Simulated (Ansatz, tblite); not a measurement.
Cost and result up the ladder for TaOCl3 (TaCl₃O) (5 atoms). Total charge 0; singlet. Geometry: PBE-D4/def2-SVP.

```xyz
5

Ta    0.022    0.042    0.022
O     0.744    1.427    0.751
Cl    0.423    0.201   -2.240
Cl   -2.227    0.133    0.512
Cl    1.038   -1.802    0.955
```

Ansatz on 4 threads of Arm Neoverse N1 on a shared host; xTB runs through tblite on one thread. Times are rough, summed over both states, and most runs start from the orbitals of an earlier one. PBE0-D4/def2-TZVP serves as the yardstick here, not as an exact answer. The other state is a doublet.

In the def2 sets Ta takes a core potential; there is no spin–orbit coupling. The xTB rows come from tblite. HOMO above LUMO, or a gap near zero within one spin, warns that the state may not be the lowest or that an electron is smeared out.

Run but left out: PBE-D4/def2-TZVP (charge +1 doublet: an occupied level 0.02 eV above an empty one).

Raw xTB energies of ions are shifted by several eV.

```json
{"level": "GFN1-xTB", "functions": "40", "wall time": "0.018 s", "vertical IE (eV)": "15.72", "difference from PBE0-D4/def2-TZVP (eV)": "4.12", "remarks": "–"}
{"level": "GFN2-xTB", "functions": "40", "wall time": "0.024 s", "vertical IE (eV)": "15.06", "difference from PBE0-D4/def2-TZVP (eV)": "3.46", "remarks": "–"}
{"level": "PBE0-D4/def2-TZVP", "functions": "182", "wall time": "28 s", "vertical IE (eV)": "11.60", "difference from PBE0-D4/def2-TZVP (eV)": "0.00", "remarks": "–"}
{"level": "r2SCAN-D4/def2-TZVP", "functions": "182", "wall time": "45 s", "vertical IE (eV)": "11.34", "difference from PBE0-D4/def2-TZVP (eV)": "-0.27", "remarks": "gap within one spin near zero (+1 doublet)"}
```
